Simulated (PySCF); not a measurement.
In(F)(vinyl)(NH2) (C2H5FInN), SMILES C=[CH][In]([NH2])[F].

The structure is a stationary point at B3LYP-D3(BJ)/def2-SVP. The structure was generated by enumeration; whether it is a known compound was not checked. The def2 effective core potentials stand for the cores of In; spin–orbit coupling is left out. One conformer was computed; it need not be the lowest.

All values below come from PySCF 2.14.0 with TDA-PBE/def2-SVPD.

Vertical excitations. 

Computed lowest excited states:
```json
[
 {"state": "S1", "energy (eV)": "4.13", "λ (nm)": "300", "f": "0.019", "main pairs": "HOMO→LUMO 70 %, HOMO→LUMO+1 26 %"},
 {"state": "S2", "energy (eV)": "4.48", "λ (nm)": "277", "f": "0.057", "main pairs": "HOMO→LUMO+1 71 %, HOMO→LUMO 21 %"},
 {"state": "S3", "energy (eV)": "5.11", "λ (nm)": "243", "f": "0.007", "main pairs": "HOMO−1→LUMO 89 %"},
 {"state": "S4", "energy (eV)": "5.46", "λ (nm)": "227", "f": "0.006", "main pairs": "HOMO−2→LUMO+1 55 %, HOMO−2→LUMO 21 %, HOMO−1→LUMO+1 15 %"},
 {"state": "S5", "energy (eV)": "5.65", "λ (nm)": "219", "f": "0.041", "main pairs": "HOMO−1→LUMO+1 43 %, HOMO−2→LUMO+1 23 %, HOMO→LUMO+2 13 %, HOMO−3→LUMO 8 %"},
 {"state": "S6", "energy (eV)": "5.68", "λ (nm)": "218", "f": "0.007", "main pairs": "HOMO−3→LUMO 75 %"},
 {"state": "S7", "energy (eV)": "5.75", "λ (nm)": "216", "f": "0.013", "main pairs": "HOMO−4→LUMO 65 %"},
 {"state": "S8", "energy (eV)": "5.80", "λ (nm)": "214", "f": "0.010", "main pairs": "HOMO→LUMO+3 92 %"},
 {"state": "S9", "energy (eV)": "5.93", "λ (nm)": "209", "f": "0.082", "main pairs": "HOMO→LUMO+2 51 %, HOMO−4→LUMO+1 12 %, HOMO−1→LUMO+1 10 %"},
 {"state": "S10", "energy (eV)": "6.06", "λ (nm)": "205", "f": "0.036", "main pairs": "HOMO−4→LUMO+1 76 %"},
 {"state": "T1", "energy (eV)": "3.60", "λ (nm)": "344", "f": "0", "main pairs": "HOMO→LUMO 93 %"},
 {"state": "T2", "energy (eV)": "3.97", "λ (nm)": "313", "f": "0", "main pairs": "HOMO→LUMO+1 90 %"},
 {"state": "T3", "energy (eV)": "4.30", "λ (nm)": "289", "f": "0", "main pairs": "HOMO−2→LUMO 74 %"},
 {"state": "T4", "energy (eV)": "4.74", "λ (nm)": "261", "f": "0", "main pairs": "HOMO−1→LUMO 90 %"}
]
```
Triplets are in the Tamm–Dancoff approximation.
